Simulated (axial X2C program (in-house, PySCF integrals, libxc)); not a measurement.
TeSe: from the spin-free to the two-component result

Calculated with an in-house relativistic program for diatomic molecules. Spin-free means the one-electron spin-free X2C Hamiltonian; two-component (2c) means X2C with spin–orbit coupling and atomic mean-field two-electron Coulomb and Gaunt terms, so the difference of the two also holds small scalar two-electron terms. Basis: Te dyall-cv3z [11s12p8d4f1g], Se dyall-cv3z [8s9p6d4f1g] (cores contracted in-house); Gaussian nuclei, density fitting, unrestricted open shells. Masses: Te 129.906 u, Se 79.917 u.

Spin-free state: M_S = 1, Λ = 0 (beyond evenly filled blocks: π+α, π-α); fragments Te + Se.

```tsv
level	Re (Å)	ωe (cm⁻¹)	De (eV)	μ (D)
TPSSh	2.363	319.9	3.471	-0.90
```

Dipoles are positive if Se is the positive end.

Two-component determinant lowest at the distance of the search:

Ω = 1 (⟨Sz⟩ = 0.99, ⟨Lz⟩ = 0.01 at TPSSh); fragments Te + Se.

```csv
level,Re (Å),ωe (cm⁻¹),μ (D)
TPSSh,2.367,316.3,-0.91
```

Task: From the two tables, how do the constants change at the TPSSh level (2c against spin-free)?

Result: At the TPSSh level Re goes up by 0.004 Å and ωe decreases by 3.6 cm⁻¹.

The state is a single determinant with fixed occupations, the lowest that a limited PBE0 search found. Dissociation energies refer to the lowest single-determinant-based atoms at the same level and basis. De is not given where an atomic determinant may have missed its ground term or J level, or where the truncated virtual space spoils (T). Density functionals use the spin component along the axis (collinear). Other states lie close and PBE0, whose exact exchange favours high spin, may order them wrongly; the determinant shown need not be the ground state. The nearest other spin-free determinant of the search, M_S = 0, Λ = 2, lies 0.57 eV up at the distance of the search. Without a current term, density functionals place determinants with orbital angular momentum somewhat too high. With several unpaired electrons one determinant need not be a pure state. Open-shell Ω = 0 determinants with evenly filled partner blocks cannot be reached by this program, so the Ω shown need not be the lowest component. This is the Ω = 1 component of a π² triplet; the 0⁺ component is not one determinant and can lie lowest.
